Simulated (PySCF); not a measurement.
Dipole moment and polarisability of TcO3(OMe)

Compound: TcO3(OMe), CH₃O₄Tc (singlet state).
Cartesian coordinates in Å at the PBE0-D3(BJ)/def2-SVP level; atoms count from 1:
```xyz
9
CH3O4Tc angstrom
Tc     0.4115    1.0912    0.8427
O      0.2315    0.2288    2.2566
O      2.0205    1.0923    0.4093
O     -0.1563    2.6452    1.0163
O     -0.5582    0.2647   -0.4676
C     -0.4935   -1.0687   -0.9192
H     -1.2581   -1.1958   -1.6991
H     -0.6964   -1.7700   -0.0928
H      0.4990   -1.2876   -1.3463
```

Level: wB97X-D/def2-SVPD (PySCF), static field, nuclei fixed, core orbitals frozen in the response. The polarisability tensor in these axes (au):

```
x   59.21  3.08  1.38
y    3.08 68.45  6.80
z    1.38  6.80 62.76
```

Problem. What are the eigenvalues, a third of the trace, and Δα (Δα² = ½Σ(αi − αj)² over the three pairs)?

Solution. Principal values 57.78, 58.89 and 73.74 au; mean 63.47 au = 9.41 Å³ = 10.47 × 10⁻⁴⁰ C²·m²/J; Δα = 15.43 au (24 % of the mean).

Problem. What is the dipole moment, and where does it point?

Solution. (-1.09, -2.69, -2.15) D, 3.62 D in size, pointing from the negative to the positive side. Measured along this direction, the outermost atoms are O4 at the negative end and H7 at the positive end.

Problem. Directions of the eigenvectors, and the extent of the frame along each?

Solution. Largest value along (0.22, 0.82, 0.53), where the nuclei span 4.83 Å; middle along (0.75, 0.20, -0.63), 2.68 Å; least along (0.62, -0.54, 0.57), 2.40 Å. The response follows the extents in order.

Problem. Molar refractivity from α?

Solution. Lorentz–Lorenz: R = (4π/3)N_A α = 2.5225 cm³/(mol·Å³) × 9.41 Å³ = 23.7 cm³/mol, in the limit of long wavelengths.

Problem. How large is μ²/3kT at 250 K beside α?

Solution. In Gaussian units μ²/3kT = 126.24 Å³ against 9.41 Å³, a ratio of 13.42; the Debye molar polarisation (4π/3)N_A(α + μ²/3kT) is 342.2 cm³/mol, leaving out the vibrational part.

Problem. What depolarisation ratio follows for Rayleigh scattering of linearly polarised light, taking the static tensor?

Solution. ρ = 3Δα²/(45ᾱ² + 4Δα²) = 714.2/(181288 + 952.3) = 0.00392.

Isolated species at its PBE0-D3(BJ)/def2-SVP geometry, gas phase. Atoms past krypton carry effective core potentials; spin–orbit coupling is left out.

The run behind these numbers computed excited states and ΔSCF ions as well. Time: 2.3 min of wall time. Hardware: an Arm Neoverse V2 with one thread, shared host.
